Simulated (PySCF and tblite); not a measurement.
Values are calculated unless marked as measured or tabulated.
C4H7FO2, numbered as in [F:1][CH:2]1[O:3][CH2:4][CH2:5][CH2:6][O:7]1.

Geometries PBE0-D3(BJ)/def2-SVP; weights from PBE0-D3(BJ)/def2-TZVP energies and GFN2-xTB thermal corrections, with symmetry numbers and mirror pairs. Conformers within 4 kcal/mol (GFN2-xTB free energy) were kept, 7 at most. GIAO shieldings: PBE0/pcSseg-1. Shifts are against TMS (¹H), TMS (¹³C), CFCl3 (¹⁹F) at the same level; of two unlike H on one atom, a is the less shielded. Run with PySCF (density fitting) and tblite.

Question: What shifts does this protocol give at 298.15 K under fast conformational exchange?

Answer: ¹H: 5.66 (H2, 1H), 4.15 (H4a/H6a, 2H), 3.65 (H4b/H6b, 2H), 2.17 (H5a, 1H), 0.92 (H5b, 1H) ppm. ¹³C: 114.4 (C2), 59.2 (C4/C6), 26.4 (C5) ppm. ¹⁹F: -124.3 (F1) ppm.

Unscaled ¹⁹F shifts at such levels can be off by tens of ppm; differences between conformers or isomers are more reliable. Shifts are unscaled: against experiment ¹³C can be off by 15 ppm or more and ¹H by 0.8 ppm.
